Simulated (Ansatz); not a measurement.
Basis sets compared for [Au(OH)4]- (AuO₄H₄⁻). The state is a singlet with charge -1. Geometry PBE0-D4/def2-SVPD. Ansatz on 4 threads of AMD EPYC 9R45 on a shared host; times are rough, and most runs start from earlier orbitals.

```tsv
atom	x (Å)	y (Å)	z (Å)
Au1	0.000	0.000	0.000
O2	1.268	-1.292	0.827
H3	1.945	-0.724	1.210
O4	-1.138	-1.512	-0.617
H5	-0.668	-2.289	-0.296
O6	-1.268	1.292	-0.827
H7	-1.944	0.724	-1.212
O8	1.137	1.512	0.618
H9	0.668	2.289	0.296
```

In the def2 sets Au takes a core potential; there is no spin–orbit coupling.

| level | functions | energy (Eh) | HOMO (eV) | LUMO (eV) | wall time |
| --- | --- | --- | --- | --- | --- |
| PBE-D4/def2-SVPD | 159 | -438.6225 | -0.80 | 2.05 | 0.65 s |
| PBE0-D4/def2-SVPD | 159 | -438.5451 | -2.50 | 2.94 | 0.85 s |

(1) Estimate the rows for PBE-D4/def2-TZVPD, PBE0-D4/def2-TZVPD (with forces).

Answers

(1) 
```
                           level  functions  energy (Eh)  HOMO (eV)  LUMO (eV)  wall time
               PBE-D4/def2-TZVPD        239    -438.9758      -0.73       2.13      0.9 s
PBE0-D4/def2-TZVPD (with forces)        239    -438.8992      -2.40       3.04        2 s
```
